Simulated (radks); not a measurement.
Results of a calculation; reference values are marked as such.
Fractional charge and spin in the 3d shell of zinc: the spin-up occupation runs from 4 to 5 and the spin-down occupation from 4 to 5; the fullest corner is Zn+, [Ar] 4s(up 0.5, down 0.5) 3d(up 5, down 5). Code: a radial shooting solver on a logarithmic mesh with Libxc functionals. Model: scalar-relativistic Kohn-Sham, PBE, spin-polarised, spherical densities, finite nucleus; Fermi nuclear charge, rms radius of each element as measured or else 0.836 A^(1/3) + 0.57 fm. Energy (eV) above the fullest corner. The planes named below are the two flat planes that join the four corners, with an edge along up + down = one added electron.

down \ up,4,4.25,4.5,4.75,5
4,76.867,62.763,49.992,38.511,28.281
4.25,62.763,50.067,38.658,28.496,19.537
4.5,49.992,38.658,28.568,19.677,11.942
4.75,38.511,28.496,19.677,12.010,5.446
5,28.281,19.537,11.942,5.446,0.000

Corners above the fullest one (they belong to Zn2+ and the next ion): (up 5, down 4) 28.281 eV, (up 4, down 5) 28.281 eV, (up 4, down 4) 76.867 eV. With half an added electron in each spin the energy lies 0.287 eV from the planes, and with half an added electron in spin up alone -2.582 eV. The planes are only a guide here: the flat-plane condition holds for ground states with one frontier orbital, while this shell lies below other occupied shells, so the corners above the fullest one are inner-hole states and not the ground states of those ions.
